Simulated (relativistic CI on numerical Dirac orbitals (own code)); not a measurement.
# Hg¹⁵⁺: q coefficients and field-shift factors

Method of calculation: Dirac-Coulomb-Breit CI, KLI orbitals optimised for each configuration, derivatives by finite differences, unscaled Slater integrals, QED left out (own radial code, finite nucleus).

Configuration list (outside the closed core [Kr] 4d10): 4f14 5s2 5p3, 4f14 5s 5p4, 4f14 5s2 5p2 5d, 4f13 5s2 5p4, 4f14 5s 5p3 5d, 4f14 5p5, 4f13 5p6, 4f14 5s2 5p 5d2, 4f14 5s2 5d3, 4f14 5s 5p 5d3. Double excitations out of closed p, d and f shells are left out; levels of such configurations are missing from the list, as are those of other unlisted configurations, and high levels can miss mixing partners.

With x = (α/α₀)² − 1 an excitation energy changes as ω = ω₀ + qx; K = 2q/ω₀ is the relative enhancement. Terms are leading LS components, so labels can repeat. The field-shift factor is F = δν/δ⟨r²⟩ for the transition from the lowest level.

Lowest level 4f14 5s2 5p3 2P°_3/2.

```tsv
Level	ω₀ (cm⁻¹)	q (cm⁻¹)	F (GHz/fm²)
4f14 5s2 5p3 4S°_3/2	165766	237900	-51.5
4f14 5s2 5p3 2D°_5/2	186989	238200	-51.3
4f14 5s2 5p3 2P°_1/2	212454	240300	-53.4
4f14 5s2 5p3 2P°_3/2	381933	481700	-109
4f14 5s 5p4 4P_5/2	502368	281300	-643
4f14 5s2 5p2 5d 4F_3/2	523747	74670	-131
4f13 5s2 5p4 4G°_11/2	530974	-172100	61.7
4f13 5s2 5p4 2G°_9/2	531840	-174100	62.2
4f13 5s2 5p4 2D°_3/2	534360	-169700	61.2
4f13 5s2 5p4 2F°_7/2	534722	-171800	61.2
4f13 5s2 5p4 2D°_5/2	541083	-169600	61.3
4f13 5s2 5p4 2F°_5/2	563205	-142700	63.3
4f13 5s2 5p4 4D°_3/2	566833	-140600	63.5
```

At this charge transitions that keep the count of f electrons are usually good to a few per cent. Levels and lines within the n = 5 or 6 shells can be off by up to 10 % or somewhat more, and those that change n by about 2 %, since core polarisation is missing. Levels that differ in their count of f electrons can be misplaced by several ten thousand cm⁻¹, since the correlation energy of f electrons is missing or only estimated; rates across such gaps can be off by orders of magnitude.

Problem. Which transition from the lowest level has the largest |K|?

Solution. 4f14 5s2 5p3 4S°_3/2 at 165766 cm⁻¹, K = 2.87.
